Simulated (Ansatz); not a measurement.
`[OH][SnH]([F])[Br]` + NH₃ → `[NH2][SnH]([OH])[F]` + HBr at 298.15 K and 1 bar (ligand exchange at the Sn–Br bond).

Calculated with Ansatz (gas phase, PBE0-D4/def2-TZVP geometries, no zero-point term in ΔE). CCSD(T)/CBS is the MP2 limit (def2-TZVPP, def2-QZVPP) plus CCSD(T) − MP2 in def2-TZVPP, frozen cores. This one scheme is used for every species. Elements past krypton have def2 core potentials. For Br, Sn outer-core shells are correlated without core-valence functions, which leaves a few kJ/mol of doubt a bond. Scalar relativity is left out up to krypton. Each species was taken in one conformer, which may not be the lowest.

| species | CCSD(T)/CBS energy (Eh) | H − E (kJ/mol) | S (J/(mol·K)) |
| --- | --- | --- | --- |
| `[OH][SnH]([F])[Br]` | -2963.61162 | 79.7 | 355.7 |
| NH₃ | -56.50880 | 100.5 | 192.4 |
| `[NH2][SnH]([OH])[F]` | -446.16360 | 145.0 | 348.2 |
| HBr | -2573.91920 | 24.6 | 198.6 |

H − E and S are ideal-gas, rigid-rotor, harmonic terms from PBE0-D4/def2-TZVP, for one conformer and one mirror image of each species. 1 Eh = 2625.50 kJ/mol, R = 8.31446 J/(mol·K).

Task: By hand: ΔE, ΔH, ΔS and ΔG.

Result: ΔE = (-446.16360) + (-2573.91920) − (-2963.61162) − (-56.50880) = 0.03762 Eh = 98.8 kJ/mol. Δ(H − E) = 145.0 + 24.6 − 79.7 − 100.5 = -10.6, so ΔH = 88.2 kJ/mol. ΔS = 348.2 + 198.6 − 355.7 − 192.4 = -1.3 J/(mol·K). ΔG = 88.2 − 298.15 × (-1.3)/1000 = 88.6 kJ/mol.

Task: By hand: the equilibrium constant, and the temperature at which ΔG would vanish if ΔH and ΔS stayed fixed.

Result: log₁₀ K = −ΔG/(RT ln 10) = -15.5. ΔH and −TΔS have one sign here, so there is no such temperature. One of them is within its doubt of zero, so this could turn.

The number of gas molecules stays the same, so ΔS is small and ΔH decides. A doubt of 5 kJ/mol in ΔE shifts log₁₀ K by 0.9 here. Other conformers and mirror images would add mixing entropy, several J/(mol·K) or more a flexible species. These are equilibria of isolated gas molecules and say nothing of rates. Largest T1 diagnostic: 0.014 (customary marks: 0.02 for closed shells, 0.045 for open ones).
